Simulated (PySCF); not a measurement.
## Peak assignment

Geometry:
| atom | x (Å) | y (Å) | z (Å) |
| --- | --- | --- | --- |
| B1 | 2.861 | 0.916 | -0.248 |
| N2 | 1.582 | 0.106 | -0.003 |
| C3 | 0.625 | -0.506 | 0.183 |
| C4 | -0.604 | -1.229 | 0.406 |
| B5 | -1.858 | -0.301 | 0.050 |
| O6 | -2.206 | -0.225 | -1.255 |
| O7 | -2.460 | 0.327 | 1.087 |
| H8 | 2.544 | 1.836 | -0.992 |
| H9 | 3.659 | 0.145 | -0.764 |
| H10 | 3.228 | 1.306 | 0.854 |
| H11 | -0.646 | -1.540 | 1.462 |
| H12 | -0.606 | -2.127 | -0.231 |
| H13 | -2.935 | 0.365 | -1.472 |
| H14 | -3.193 | 0.911 | 0.869 |

[PySCF 2.14: J: B3LYP/pcJ-1 (spin–dipole term only in couplings to heteroatoms); σ from GIAO-PBE0/pcSseg-1; geometry from PBE0-D3(BJ)/def2-SVP; relativity neglected; fast rotation and ring inversion assumed for equivalent nuclei; isolated molecule; single conformer]

δ = σ(ref) − σ, references computed at the same level: 13C (σref 184.41), 1H (σref 31.27) against TMS.

Question: Assign these signals to the numbered atoms. 13C{1H} NMR (computed): δ 115.2 (C), 3.2 (CH2).

Answer: 
115.2 → C3, nitrilium-type carbon
3.2 → C4, sp3 CH2 bonded to B, α to a nitrile

Question: Assign these signals to the numbered atoms. 1H NMR (500 MHz, computed): δ 3.63 (br s, 2H), 2.09 (br, 3H), 1.86 (q, J = 6.2 Hz, 2H).

Answer: 
3.63 → H13/H14, hydrogen on an oxygen bonded to B: exchangeable; this is the value without hydrogen bonding to other molecules
2.09 → H8/H9/H10, hydrogen on a boron bonded to N
1.86 → H11/H12, hydrogen on an sp3 CH2 bonded to B, α to a nitrile

OH and NH positions are those of a molecule without intermolecular hydrogen bonds; in solution they move with solvent, concentration and temperature, and exchange usually removes their couplings. Hydrogens on boron are broadened and split by 11B (spin 3/2, 80 %) and 10B (spin 3). A carbon bonded to boron is broadened by the quadrupolar boron nucleus and is often missing from a measured spectrum. Multiplet labels drop couplings under 1 Hz and merge nearly equal ones. Shifts are as computed. Against solution values, carbons near 30 ppm lie about +2 ppm off and those near 130 ppm about +5 ppm. Of 1313 compounds with measured shifts, 239 miss one by over three times the rms of a fit or turn the order of signals round; such compounds aren't used in these exercises.
